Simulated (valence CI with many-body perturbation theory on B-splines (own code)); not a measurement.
The numbers below are computed, except where a source is named.
## From CI to CI+MBPT in K12+

Level of theory: valence CI with perturbative core correlation (CI+MBPT): five valence electrons over a frozen Dirac-Fock core [He], radial functions for each j: 9 s, 9 p, 8 d, 6 f, 3 g, 1 h, with the one-electron correlation potential Σ1, the two-electron term Σ2, the three-electron term Σ3, Breit, model QED; selected CI, second order for the rest, scaled by the run's own slope (own B-spline code, finite nucleus).

No measured spectrum was set against this ion. As an estimate, levels of excited configurations hold to 0.05 to 0.15 % of their energy, terms of the ground configuration to about 0.5 %. Among the levels kept, up to 2400 cm⁻¹ of a level comes from second order outside the variational space, and about a tenth of that is noise between levels of different J, which matters for small intervals.

Each rung adds one term. CI alone is the Dirac-Coulomb CI over the frozen core; QED comes last and gives the full result, which names the levels. Energies are above 2s²2p³ ⁴S°_3/2 on the same rung, in × 10³ cm⁻¹.

Names give the largest LS component (configuration and term), which can be under half, so a name can repeat, a term be missing and a line seem to break the LS rules; names also repeat where a configuration has a term twice. Letters in brackets count levels of one name in rising energy.

| Level | CI alone | + Σ1 | + Σ2 | + Σ3 | + Breit | Full |
| --- | --- | --- | --- | --- | --- | --- |
| 2s²2p³ ²D°_3/2 | 100.23 | 100.24 | 100.66 | 100.33 | 100.90 | 100.89 |
| 2s²2p³ ²D°_5/2 | 106.75 | 106.79 | 107.17 | 106.84 | 106.02 | 106.03 |
| 2s²2p³ ²P°_1/2 | 160.50 | 160.52 | 161.32 | 160.88 | 161.07 | 161.05 |
| 2s²2p³ ²P°_3/2 | 168.62 | 168.68 | 169.41 | 168.99 | 168.46 | 168.48 |
| 2s2p⁴ ⁴P_5/2 | 483.37 | 482.25 | 481.80 | 481.46 | 481.68 | 480.65 |
| 2s2p⁴ ⁴P_3/2 | 499.03 | 497.95 | 497.51 | 497.17 | 497.38 | 496.39 |
| 2s2p⁴ ⁴P_1/2 | 506.78 | 505.72 | 505.29 | 504.94 | 504.86 | 503.88 |
| 2s2p⁴ ²D_3/2 | 665.73 | 664.67 | 663.85 | 663.06 | 663.27 | 662.25 |
| 2s2p⁴ ²D_5/2 | 667.25 | 666.20 | 665.38 | 664.59 | 664.34 | 663.32 |
| 2s2p⁴ ²S_1/2 | 773.05 | 772.01 | 771.43 | 770.43 | 771.49 | 770.46 |
| 2s2p⁴ ²P_3/2 | 807.87 | 806.78 | 804.35 | 802.97 | 803.24 | 802.18 |
| 2s2p⁴ ²P_1/2 | 829.24 | 828.21 | 825.95 | 824.60 | 824.34 | 823.34 |
| 2p⁵ ²P°_3/2 | 1264.6 | 1262.5 | 1259.5 | 1258.1 | 1259.1 | 1257.1 |
| 2p⁵ ²P°_1/2 | 1290.8 | 1288.8 | 1285.8 | 1284.4 | 1284.4 | 1282.4 |
| 2s²2p²3s ⁴P_1/2 | 3296.8 | 3298.5 | 3298.9 | 3298.2 | 3297.8 | 3298.1 |
| 2s²2p²3s ⁴P_3/2 | 3308.8 | 3310.5 | 3310.9 | 3310.2 | 3309.2 | 3309.5 |
| 2s²2p²3s ⁴P_5/2 | 3323.3 | 3325.1 | 3325.6 | 3324.8 | 3322.5 | 3322.9 |
| 2s²2p²3s ²P_1/2 | 3333.2 | 3335.0 | 3335.1 | 3334.4 | 3333.6 | 3333.9 |
| 2s²2p²3s ²P_3/2 | 3350.1 | 3351.9 | 3352.1 | 3351.3 | 3349.3 | 3349.6 |
| 2s²2p²3s ²D_5/2 | 3399.9 | 3401.8 | 3402.3 | 3401.4 | 3399.3 | 3399.6 |
| 2s²2p²3s ²D_3/2 | 3401.2 | 3403.0 | 3403.5 | 3402.6 | 3400.5 | 3400.8 |
| 2s²2p²3p ²S°_1/2 | 3426.1 | 3427.6 | 3427.8 | 3427.1 | 3426.5 | 3426.6 |
| 2s²2p²3p ⁴D°_1/2 | 3435.6 | 3437.1 | 3437.3 | 3436.6 | 3436.0 | 3436.0 |
| 2s²2p²3p ⁴D°_3/2 | 3439.4 | 3440.9 | 3441.1 | 3440.4 | 3439.9 | 3439.9 |
| 2s²2p²3p ⁴D°_5/2 | 3450.6 | 3452.2 | 3452.3 | 3451.6 | 3450.4 | 3450.5 |
| 2s²2p²3p ⁴P°_3/2 | 3457.2 | 3458.8 | 3459.0 | 3458.2 | 3457.1 | 3457.2 |
| 2s²2p²3p ⁴P°_1/2 | 3457.8 | 3459.3 | 3459.5 | 3458.8 | 3457.6 | 3457.7 |
| 2s²2p²3p ⁴D°_7/2 | 3464.2 | 3465.8 | 3465.9 | 3465.2 | 3462.8 | 3462.9 |
| 2s²2p²3p ⁴P°_5/2 | 3466.0 | 3467.6 | 3467.8 | 3467.1 | 3465.2 | 3465.3 |
| 2s²2p²3p ²D°_3/2 [a] | 3472.8 | 3474.4 | 3474.6 | 3473.9 | 3472.7 | 3472.7 |
| 2s²2p²3s ²S_1/2 | 3483.5 | 3485.3 | 3486.5 | 3485.4 | 3484.1 | 3484.4 |

How does the ionisation energy move along the ladder, and which term matters most?

CI alone 714.22, + Σ1 714.46, + Σ2 714.49, + Σ3 714.40, + Breit 714.31, + QED 714.32 eV. The largest step is Σ1, 0.24 eV. NIST lists 714.7 ± 0.5 eV (semi-empirical).
